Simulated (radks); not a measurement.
Problem. Zn+, 29 electrons, occupied as [Ar] 3d10 6f1 (not the ground configuration). Method: Dirac Kohn-Sham, PBEsol, spin-unpolarised, spherical densities, point nucleus; open shells are shared between the two j in proportion to 2j + 1; computed with a radial shooting solver on a logarithmic mesh with Libxc functionals.

Spin-orbit splittings of the eigenvalues, e(l+1/2) - e(l-1/2), with zeta = 2 splitting/(2l+1) and mean radii in bohr:

| shell | occ. | splitting (eV) | zeta (eV) | <r> j=l-1/2 | <r> j=l+1/2 |
|---|---|---|---|---|---|
| 2p | 6 | 23.85 | 15.90 | 0.1960 | 0.1994 |
| 3p | 6 | ? | ? | 0.7071 | 0.7180 |
| 3d | 10 | 0.3636 | 0.1454 | 0.8757 | 0.8823 |
| 6f | 1 | 8.037e-06 | 2.296e-06 | 23.04 | 23.04 |

Estimate the 3p splitting.

Solution. 3.056 eV (zeta = 2.038 eV).
